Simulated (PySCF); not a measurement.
Vertical excitations of a molecule C₃H₄O₂Si from TDDFT-PBE0/def2-SVPD (PySCF), as energy in eV (oscillator strength): 4.43 (0.000), 6.06 (0.160), 6.21 (0.100), 6.25 (0.003), 6.79 (0.000), 7.05 (0.097), 7.14 (0.000), 7.51 (0.000), 7.56 (0.000), 7.68 (0.039). Lowest triplet (TDA): 3.75 eV. Geometry: PBE-D3(BJ)/def2-SVP. Other conformers were not sampled.

### Question
Which molecule gave these data?
A) C=C1OC(=O)[SiH2]1
B) O=C[Si@H]1C=CO1
C) C=C=C1O[SiH2]O1
D) O=C1C=C[SiH2]O1

### Answer
D, O=C1C=C[SiH2]O1
